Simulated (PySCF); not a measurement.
From one molecule to another.

First species: C8H8.
SMILES with atom numbers: `[CH2:1]=[CH:2][c:3]1[cH:4][cH:5][cH:6][cH:7][cH:8]1` (hydrogens: H9, H10 on C1; H11 on C2; H12 on C4; H13 on C5; H14 on C6; H15 on C7; H16 on C8)

Second species: C7H9N.
Z-matrix (Å and degrees, GFN2-xTB geometry), rows numbered from 1:
```
C 
C   1  1.5298
C   2  1.5008  1  110.14
C   3  1.3930  2  121.30  1   -85.09
C   4  1.3832  3  118.95  2   178.33
C   5  1.3866  4  118.77  3    -0.27
C   6  1.3856  5  117.95  4     0.07
N   7  1.3208  6  123.49  5     0.16
H   1  1.0875  2  110.35  3  -179.51
H   1  1.0873  2  109.91  3   -59.53
H   1  1.0883  2  110.59  3    60.27
H   2  1.0901  1  109.34  3   119.39
H   2  1.0917  1  109.59  3  -121.04
H   4  1.0799  3  120.10  2    -1.91
H   5  1.0810  4  120.61  3   179.75
H   6  1.0787  5  121.24  4   179.96
H   7  1.0828  6  121.12  5  -179.97
```

Levels: PBE0/pcSseg-1 for dipole moment, HOMO energy, LUMO energy and HOMO–LUMO gap; GFN2-xTB for rotational constant A and rotational constant C. Geometries: GFN2-xTB. All species are isolated and taken at one optimised geometry, non-relativistic unless stated; the electronic structure was computed with PySCF and density fitting.

The conformers computed, where there is a choice (atom-mapped SMILES and torsion angles):
- `[CH2:1]=[CH:2][c:3]1[cH:4][cH:5][cH:6][cH:7][cH:8]1`: C1–C2–C3–C4 0°
- `[CH3:1][CH2:2][c:3]1[cH:4][cH:5][cH:6][cH:7][n:8]1`: C1–C2–C3–C4 -85°

| property | column X | column Y |
| --- | --- | --- |
| dipole moment | 1.85 D | 0.15 D |
| HOMO energy | -7.26 eV | -6.62 eV |
| LUMO energy | -0.64 eV | -1.07 eV |
| HOMO–LUMO gap | 6.62 eV | 5.55 eV |
| rotational constant A | 4.684 GHz | 5.249 GHz |
| rotational constant C | 1.287 GHz | 1.207 GHz |

Q: Which column belongs to which species?

A: Column X is the second species and column Y the first. The first has 16 atoms and 56 electrons, the second 17 and 58.

Q: How does each property change from the first species to the second?

A: dipole moment +1.70 D; HOMO energy -0.64 eV; LUMO energy +0.43 eV; HOMO–LUMO gap +1.07 eV; rotational constant A -0.565 GHz; rotational constant C +0.080 GHz.

On the first: In atomic units the dipole is 0.06 e·bohr (1 au = 2.5417 D).

On the second: A dipole of 1.85 D is allowed in C1, and pure rotational transitions are dipole-allowed. In atomic units the dipole is 0.73 e·bohr (1 au = 2.5417 D).
